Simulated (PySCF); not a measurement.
Molecule: SMILES [O-]C(=O)/C(F)=C/C(F)F, [C4H2F3O2]-.

Geometry (Å), atoms numbered from 1 in this order:
```xyz
11

O     2.902    0.459   -1.234
C     2.112    0.685   -0.325
O     2.206    1.350    0.706
C     0.681   -0.003   -0.482
F     0.477   -0.753   -1.595
C    -0.300    0.120    0.405
C    -1.636   -0.518    0.270
F    -2.656    0.400    0.280
F    -1.927   -1.348    1.322
H    -0.113    0.721    1.279
H    -1.741   -1.111   -0.651
```

Total charge -1.

Frames of a GFN2-xTB Langevin trajectory at 400 K; GIAO PBE0/pcSseg-1 shieldings in PySCF, gas phase, non-relativistic; equivalent atoms averaged within each frame.

Scale: H2O for 17O (σ = 336.08 ppm); TMS for 13C (σ = 186.93 ppm), 1H (σ = 31.72 ppm); 19F (σ = 170.95 ppm) vs CFCl3 (reference shieldings calculated alike). The references are static minima.

How do the shifts (ppm) fluctuate along the trajectory?

Results:


```
         time (fs)  O1/O3     C4     C2     C7     C6      F5   F8/F9   H11   H10
optimised geometry  311.5  184.3  158.1  122.3  103.6  -112.3  -130.6  6.69  6.05
               250  299.5  192.9  154.5  129.1  101.5   -97.7  -127.4  7.45  4.84
               425  345.7  181.3  160.5  126.4  109.0  -112.1  -115.6  7.92  7.17
               625  347.9  183.9  166.4  120.2  107.5  -108.3  -135.1  7.49  6.14
               800  304.5  197.5  153.9  122.1   91.6   -91.0  -118.9  7.90  4.81
              1000  362.7  197.8  165.1  118.9  106.7   -95.7  -139.2  6.75  5.62
    mean of frames  332.1  190.7  160.1  123.4  103.3  -100.9  -127.3  7.50  5.72
standard deviation   28.3    7.7    5.8    4.3    7.1     8.9    10.1  0.48  0.99
```

5 frames give an uncertainty of the mean of about the standard deviation over 2.2 at best, since frames this close in time may not be independent; classical motion lacks zero-point vibration, and the reference would need the same averaging.
